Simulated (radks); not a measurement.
Kinetic energies: the exact non-interacting value of the Kohn-Sham orbitals and orbital-free approximations, as 100 (|E| - |E exact|)/|E exact|, negative where the magnitude is too small. Species: Cd [Kr] 4d10 5s2; Lu3+ [Xe] 4f14. Calculated with a radial shooting solver on a logarithmic mesh with Libxc functionals: non-relativistic Kohn-Sham, PBE, spin-polarised, spherical densities, point nucleus. Every spin shell is full or empty, so the densities are truly spherical. Functionals are evaluated on that one density, not self-consistently.

functional	Cd	Lu3+
exact (hartree)	5464.79	13850.4
Thomas-Fermi	-5.35	-4.86
von Weizsacker	-57.89	-63.09
TF + vW/5	+3.07	+2.52
APBEK	+0.13	-0.01
Thakkar	-0.55	-0.80
Pearson	-0.92	-0.93
LKT	+19.49	+16.62
PG1	+15.33	+12.96
